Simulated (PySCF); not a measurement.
## Cost of response and excited-state runs on SMILES OC[C@]1(Cl)C=C1F, C₄H₄ClFO

Molfile (atoms numbered from 1):
```
C4H4ClFO
     RDKit          3D

 11 11  0  0  0  0  0  0  0  0999 V2000
   -1.9563   -0.7696   -0.1152 O   0  0  0  0  0  0  0  0  0  0  0  0
   -1.1028    0.3280   -0.0873 C   0  0  0  0  0  0  0  0  0  0  0  0
    0.3267   -0.0458    0.2447 C   0  0  2  0  0  0  0  0  0  0  0  0
    0.3118   -0.8835    1.8815 Cl  0  0  0  0  0  0  0  0  0  0  0  0
    1.5402    0.7565   -0.1195 C   0  0  0  0  0  0  0  0  0  0  0  0
    1.3742   -0.4024   -0.6849 C   0  0  0  0  0  0  0  0  0  0  0  0
    1.8182   -1.3173   -1.4870 F   0  0  0  0  0  0  0  0  0  0  0  0
   -1.8494   -1.2228    0.7322 H   0  0  0  0  0  0  0  0  0  0  0  0
   -1.4286    1.1043    0.6350 H   0  0  0  0  0  0  0  0  0  0  0  0
   -1.1080    0.7840   -1.0901 H   0  0  0  0  0  0  0  0  0  0  0  0
    2.0836    1.6736    0.0870 H   0  0  0  0  0  0  0  0  0  0  0  0
  1  2  1  0
  2  3  1  0
  3  4  1  1
  3  5  1  0
  5  6  2  0
  6  7  1  0
  6  3  1  0
  1  8  1  0
  2  9  1  0
  2 10  1  0
  5 11  1  0
M  END
```

PySCF with density fitting, on 1 thread of an Arm Neoverse V2, shared host. Command: `OMP_NUM_THREADS=1 python excited_run.py task.json out`

(1) How long does this run take, and how much memory?
- excited states, CAM-B3LYP/def2-SVPD; two-photon moments; 6 states; quadratic response for 5 states; 0 triplets; writes grids

Answers

(1) 
```
           run                level  basis functions  wall time  peak memory (GiB)
excited states  CAM-B3LYP/def2-SVPD              185       32 s               0.73
```
Times from a shared host are rough.
